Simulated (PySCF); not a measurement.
A GIAO shielding run with PySCF 2.14.0 with density-fitted response routines (density fitting, non-relativistic, gas phase) on SMILES C(C#CC)#CCC[SiH](C)C, C9H14Si:

```
$ OMP_NUM_THREADS=1 python probes_run.py task.json out

{"job": {"kind": "nmr", "xc": "PBE0", "basis": "pcSseg-1"}, "charge": 0, "multiplicity": 1}
C      6.228000    -0.883669     0.943740
C      4.870517    -0.457114     0.704519
C      3.737759    -0.094396     0.502357
C      2.463452     0.318281     0.271810
C      1.343768     0.714479     0.056004
C     -0.019557     1.130925    -0.181635
C     -1.012891     0.024652     0.193324
Si    -2.831572     0.548611    -0.057797
C     -3.971491    -0.843999     0.553348
C     -3.159236     0.888544    -1.902263
H      6.697909    -0.238285     1.686920
H      6.241329    -1.910714     1.310527
H      6.804656    -0.832862     0.019334
H     -0.133068     1.390828    -1.238620
H     -0.225620     2.029853     0.408061
H     -0.844871    -0.254524     1.235265
H     -0.785875    -0.863578    -0.400470
H     -3.090591     1.777104     0.718898
H     -5.014965    -0.575511     0.422765
H     -3.801796    -1.769818     0.011331
H     -3.816148    -1.049505     1.607814
H     -4.200587     1.145259    -2.072485
H     -2.557498     1.714197    -2.270787
H     -2.933356     0.019189    -2.514405
```

Hardware: 1 thread of an Arm Neoverse V2, shared host. The job also computes population analyses, field gradients.

Problem. How large is the calculation?

Solution. 82 electrons, 247 basis functions and 1296 auxiliary functions.

Problem. How long does it take, and how much memory does it need?

Solution. 68 s of wall time, with 15 SCF cycles and 5 response iterations; peak memory 1.1 GiB. Times on a shared host scatter by some tens of per cent.
